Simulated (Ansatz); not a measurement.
Ansatz (an electronic-structure program) input:

Ansatz 0.2 input:
```yaml
crystal:
  periodic: [false, false, false]
  atoms:
    - {symbol: B, position_ang: [-0.04762777, 0.39181511, -0.11062828]}
    - {symbol: C, position_ang: [1.49033015, -0.00670191, -0.09369799]}
    - {symbol: C, position_ang: [-1.16334064, -0.66056035, 0.33089630]}
    - {symbol: O, position_ang: [-0.35646779, 1.62977642, -0.51657937]}
    - {symbol: H, position_ang: [2.10921959, 0.72579733, -0.60339661]}
    - {symbol: H, position_ang: [1.66155891, -0.97698341, -0.55364499]}
    - {symbol: H, position_ang: [1.84971327, -0.08186333, 0.93096798]}
    - {symbol: H, position_ang: [-2.11867670, -0.19660131, 0.57356699]}
    - {symbol: H, position_ang: [-1.34741674, -1.36570196, -0.47864368]}
    - {symbol: H, position_ang: [-0.85369500, -1.25205941, 1.18833094]}
    - {symbol: H, position_ang: [-1.28367193, 1.87134628, -0.51779613]}
basis:
  gaussian:
    orbitals: def2-TZVP
hamiltonian:
  xc: b3lyp
  dispersion: d3bj
relax: {f_tol: 0.002, max_steps: 150}
```

Task: What final total energy does it print?

Result: -180.66560 Eh (B3LYP-D3(BJ)/def2-TZVP). The basis has 166 functions. The run takes very roughly 60 core-seconds.
